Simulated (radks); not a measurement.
The numbers below are computed, except where a source is named.
Problem. Coherent X-ray form factor from a spherical all-electron density. Code: a radial shooting solver on a logarithmic mesh with Libxc functionals. Model: scalar-relativistic Kohn-Sham, B86b exchange with PBE correlation, spin-polarised, spherical densities, point nucleus.

| sin(theta)/lambda (1/angstrom) | f0 (electrons) |
|---|---|
| 0.05 | 29.646 |
| 0.1 | 28.662 |
| 0.15 | 27.241 |
| 0.2 | 25.593 |
| 0.25 | 23.878 |
| 0.3 | 22.186 |
| 0.4 | 19.008 |
| 0.5 | 16.177 |
| 0.6 | 13.747 |
| 0.8 | 10.172 |
| 1 | 8.052 |
| 1.25 | 6.621 |
| 1.5 | 5.768 |
| 2 | 4.435 |

The species is in the configuration that NIST lists as its ground one. Which atom or ion scatters so?

Solution. The germanium ion Ge2+, [Ar] 3d10 4s2. Extrapolating in s^2 from the first two rows gives f0(0) = 30.0, near the electron count 30; among species with that count, the fall with angle is slower the higher Z, and the table is that of Z = 32; from so few rows the species is fixed only to a neighbour or two.
